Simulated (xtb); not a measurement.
In(Br)(NH2)2 (BrH₄InN₂), SMILES [NH2][In]([NH2])[Br]. All values are semi-empirical tight-binding results from xtb (GFN2-xTB unless named), good for trends rather than for accurate numbers. Geometry: GFN2-xTB. Other conformers were not sampled.

For metal compounds this method's bond lengths and energies can be far off.

Computed properties:
- point group as xtb finds it: Cs
- orbital gap: 2.79 eV
- zero-point energy: 29.5 kcal/mol
- G − E(el) at 298.15 K (modified RRHO): 7.8 kcal/mol
